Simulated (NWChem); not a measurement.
Species: CH$_{3}$ClOZn; SMILES C[O][Zn][Cl]

```xyz
7

Zn     0.1057    -0.0685     0.0000
Cl    -0.1153    -2.1550     0.0000
O      0.4571     1.6627     0.0000
C     -0.4554     2.7113     0.0000
H     -1.1154     2.7256     0.8916
H      0.0944     3.6704     0.0000
H     -1.1154     2.7256    -0.8916
```
Atoms are numbered in this order, from 1.

Program: NWChem. Coordinates come from a PBE0/def2-SVP optimisation. Ions are spin-unrestricted doublets at the neutral geometry; other ion states weren't tried.

Task: What does the run give for PBE0/def2-SVP? Quantities: vertical ionisation energy, ΔSCF (eV); −ε(HOMO) (eV).

Result: 
```yaml
vertical ionisation energy, ΔSCF (eV): 9.72
"−ε(HOMO) (eV)": 7.39
```
